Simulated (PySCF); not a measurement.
BFBr2, SMILES FB(Br)Br.

Coordinates come from a B3LYP-D3(BJ)/def2-SVP optimisation.

These are PBE/def2-TZVPD in PySCF values and carry that method's errors.

Gas-phase values at a fixed geometry.

Estimate the frontier levels, gap, dipole moment and polarisability. (The exact figures need the calculation; the answer reports its results.)


The highest occupied level is -7.35 eV, the lowest empty level comes out as -2.38 eV and the orbital gap comes out as 4.97 eV. The dipole moment is 0.29 D and the quadrupole, principal values (traceless, Buckingham form, about the centre of nuclear charge) comes out as -2.42, 1.02, 1.40 D·Å. The mean static polarisability is 59.9 bohr³ (8.88 Å³). The polarisability, principal values is 45.8, 54.4, 79.5 bohr³.
